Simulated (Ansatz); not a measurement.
NiS2, relaxed as a singlet with RKS PBE0-D4/def2-TZVP in Ansatz, starting from the GFN2-xTB geometry. Force threshold 0.02 eV/Å.

The relaxation made no stability test and no search for a lower SCF solution. No other spin state of charge 0 was run. Another isomer (triplet) lies 1.86 eV lower at PBE0-D4/def2-TZVP; other spin states weren't run for this one.

Start:

Cartesian coordinates in Å:
```
Ni 0.4058 -0.0633 -0.7166
S -1.4093 -0.6443 -0.2651
S 1.0035 0.7076 0.9817
```

**Question.** Estimate the energy that the relaxation releases and the steps that it takes.

**Answer.** 0.02 eV, in 3 steps; 4.1 s on 4 threads of Arm Neoverse V1 on a shared host. No frequencies were taken in this run, so the end may be a saddle point.

**Question.** Does the start keep its bonding and symmetry?

**Answer.** By distances, no bond broke or formed. The bond that changes most is Ni1–S2, from 1.96 to 1.93 Å (atoms count from 1). Point group C2v at the start, C2v at the end, both within 0.05 Å.

**Question.** Predict the relaxed structure.

**Answer.** 
```xyz
3

Ni    0.398   -0.062   -0.703
S    -1.390   -0.636   -0.264
S     0.992    0.698    0.967
```
Bond lengths: 2 × Ni–S 1.93 Å.
